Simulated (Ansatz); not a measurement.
A run of Ansatz (development build ahead of 0.2.0) on singlet H10 at this shape:

```xyz
10

H     1.6222    0.0002    0.0089
H     1.3178    0.9534   -0.0081
H     0.4962    1.5428    0.0083
H    -0.4940    1.5489   -0.0017
H    -1.3077    0.9618    0.0050
H    -1.6266    0.0081   -0.0019
H    -1.3103   -0.9560    0.0060
H    -0.4912   -1.5392    0.0060
H     0.5032   -1.5505    0.0097
H     1.3187   -0.9578   -0.0002
```

Its results:

```
Converged                       : yes
Total energy                    : -5.23978 hartree
Spin squared of the determinant : 0.000
```

**Question.** Which input gives this output? Name the method, the orbitals and the basis set, and write the input.

**Answer.** RHF in STO-3G. An unrestricted run that stays on the closed shell gives the same numbers.

```yaml
crystal:
  periodic: [false, false, false]
  atoms:
    - { symbol: H, position_ang: [1.62225, 0.00023, 0.00887] }
    - { symbol: H, position_ang: [1.31778, 0.95343, -0.00808] }
    - { symbol: H, position_ang: [0.49621, 1.54282, 0.00828] }
    - { symbol: H, position_ang: [-0.49404, 1.54891, -0.00168] }
    - { symbol: H, position_ang: [-1.30771, 0.96183, 0.00499] }
    - { symbol: H, position_ang: [-1.62663, 0.00812, -0.00191] }
    - { symbol: H, position_ang: [-1.31032, -0.95602, 0.00602] }
    - { symbol: H, position_ang: [-0.49124, -1.53917, 0.00605] }
    - { symbol: H, position_ang: [0.50322, -1.5505, 0.00971] }
    - { symbol: H, position_ang: [1.31871, -0.95781, -0.00023] }
basis:
  gaussian: { orbitals: STO-3G }
hamiltonian:
  xc: hf
```

Caution: stretched shape with no unrestricted run beside it, a lower state can exist.
